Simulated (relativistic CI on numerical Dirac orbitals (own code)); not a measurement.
# Tm³⁺: resonant inelastic scattering at the N4,5 edge

Computed with this model: Dirac-Coulomb-Breit CI, orbitals from a KLI potential per configuration, a model potential for QED, valence Slater integrals scaled by 0.9, Kramers-Heisenberg scattering through one core-hole configuration in a parametric crystal field; configurations [Xe] 4f12 → [Kr] 4d9 4f13 5s2 5p6; 300 K; core-hole width 0.5 eV; summed over polarisations. Incident energies are the highest absorption maxima for each field (at most a few, so the weaker spin-orbit partner edge can be absent), on the computed scale of the free ion. Intensities are in per cent of the strongest line above 0.02 eV; levels within 1 cm⁻¹ are merged; final levels count from the ground level, the first row holds all elastic scattering, lines under 0.4 are left out and each table stops after 24 rows. The scale of the Slater integrals is a model choice and moves the terms in proportion.

Field parameters in Wybourne normalisation. The field is a parameter set, without covalency.

S is read from ⟨S²⟩ = S(S + 1).

D3d, B20 = 2260, B40 = -830, B43 = 1100, B60 = 310, B63 = 750, B66 = 160 cm⁻¹:

| Final level (eV) | Degeneracy | Irrep | S | 174.1 eV | 183.5 eV |
| --- | --- | --- | --- | --- | --- |
| 0.000 | 1 | A1 | 0.99 | 20.6 | 277.3 |
| 0.011 | 2 | E | 0.99 | 1.0 | 115.0 |
| 0.037 | 2 | E | 0.99 | 6.0 | 100.0 |
| 0.060 | 1 | A2 | 0.99 | 2.0 | 27.9 |
| 0.081 | 1 | A1 | 0.99 | 2.2 | 22.9 |
| 0.110 | 2 | E | 0.99 | 1.8 | 17.5 |
| 0.148 | 2 | E | 1.00 | 0.5 | 4.1 |
| 0.164 | 2 | A1+A2 | 1.00 | 0.1 | 0.4 |
| 0.796 | 2 | E | 0.74 | 0.0 | 4.8 |
| 0.811 | 1 | A1 | 0.74 | 0.0 | 5.5 |
| 0.844 | 2 | E | 0.75 | 0.0 | 4.9 |
| 0.845 | 1 | A2 | 0.76 | 0.0 | 0.7 |
| 0.849 | 1 | A1 | 0.75 | 0.0 | 0.6 |
| 0.852 | 2 | E | 0.76 | 0.0 | 4.3 |
| 1.022 | 1 | A2 | 1.00 | 0.2 | 10.1 |
| 1.032 | 2 | E | 1.00 | 0.4 | 18.4 |
| 1.057 | 2 | E | 1.00 | 0.3 | 12.1 |
| 1.094 | 1 | A1 | 1.00 | 0.1 | 2.9 |
| 1.101 | 1 | A2 | 1.00 | 0.0 | 1.9 |
| 1.140 | 2 | E | 1.00 | 0.0 | 1.2 |
| 1.610 | 1 | A1 | 0.95 | 0.0 | 4.6 |
| 1.617 | 2 | E | 0.95 | 0.0 | 6.9 |
| 1.649 | 2 | E | 0.94 | 0.0 | 3.5 |
| 1.673 | 1 | A2 | 0.93 | 0.0 | 0.4 |

D4h, B20 = -1330, B40 = 130, B44 = 370, B60 = -540, B64 = -110 cm⁻¹:

| Final level (eV) | Degeneracy | Irrep | S | 174.1 eV | 183.5 eV |
| --- | --- | --- | --- | --- | --- |
| 0.000 | 2 | B1+B2 | 0.99 | 81.9 | 1411.8 |
| 0.011 | 2 | E | 0.99 | 15.1 | 173.5 |
| 0.042 | 1 | A1 | 0.99 | 6.5 | 100.0 |
| 0.044 | 1 | A2 | 0.99 | 6.7 | 100.0 |
| 0.066 | 2 | E | 0.99 | 6.2 | 79.9 |
| 0.073 | 1 | B2 | 0.99 | 1.8 | 26.6 |
| 0.080 | 1 | A1 | 0.99 | 1.0 | 16.2 |
| 0.081 | 2 | E | 0.99 | 1.5 | 31.2 |
| 0.082 | 1 | B1 | 0.99 | 1.5 | 20.0 |
| 0.781 | 1 | B2 | 0.74 | 0.0 | 2.5 |
| 0.791 | 2 | E | 0.75 | 0.0 | 9.6 |
| 0.797 | 1 | A1 | 0.74 | 0.0 | 16.5 |
| 0.798 | 1 | B1 | 0.75 | 0.0 | 2.2 |
| 0.799 | 1 | A2 | 0.74 | 0.0 | 20.3 |
| 0.805 | 1 | A1 | 0.75 | 0.0 | 5.0 |
| 0.806 | 2 | E | 0.75 | 0.0 | 12.5 |
| 1.009 | 2 | E | 1.00 | 1.8 | 77.5 |
| 1.032 | 1 | A2 | 1.00 | 0.5 | 22.1 |
| 1.032 | 1 | A1 | 1.00 | 0.5 | 22.2 |
| 1.062 | 2 | E | 1.00 | 0.4 | 18.4 |
| 1.073 | 1 | B1 | 1.00 | 0.1 | 4.3 |
| 1.082 | 1 | B2 | 1.00 | 0.1 | 3.5 |
| 1.085 | 2 | E | 1.00 | 0.1 | 5.1 |
| 1.087 | 1 | A2 | 1.00 | 0.1 | 2.3 |

For the first field the strongest loss at the lowest incident energy is the level at 0.04 eV (S = 0.99, against 0.99 in the thermal ground state).
